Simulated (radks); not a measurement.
Results of a calculation; reference values are marked as such.
Ionisation of the carbon ion C2+, [He] 2s2, to [He] 2s1 as the strength of local exchange is varied. Code: a radial shooting solver on a logarithmic mesh with Libxc functionals. Model: scalar-relativistic Kohn-Sham, Slater X-alpha exchange (alpha = 2/3 is LDA exchange), no correlation, spin-unpolarised, spherical densities, point nucleus.

alpha,E(C2+) (hartree),exchange (hartree),IE (eV),-e of the level emptied (eV),<r> of it (bohr)
0.667,-35.87390,-3.72817,46.529,38.725 (2s),1.375
0.727,-36.21021,-4.08616,47.488,39.687 (2s),1.362
0.748,-36.32836,-4.21234,47.826,40.027 (2s),1.358
0.779,-36.50319,-4.39943,48.328,40.531 (2s),1.352
0.833,-36.80893,-4.72772,49.207,41.417 (2s),1.341
1.016,-37.85628,-5.86272,52.249,44.489 (2s),1.306
1.027,-37.91978,-5.93205,52.435,44.677 (2s),1.304

NIST Atomic Spectra Database: 47.888 eV (measured). The Delta-SCF value meets it near alpha = 0.75. Spin polarisation and multiplet splitting are left out, so open shells lie too high by an amount that depends on their filling.

Beside tabulated values, note that spin-unpolarised runs miss the spin-polarisation part of the exchange energy of open shells.
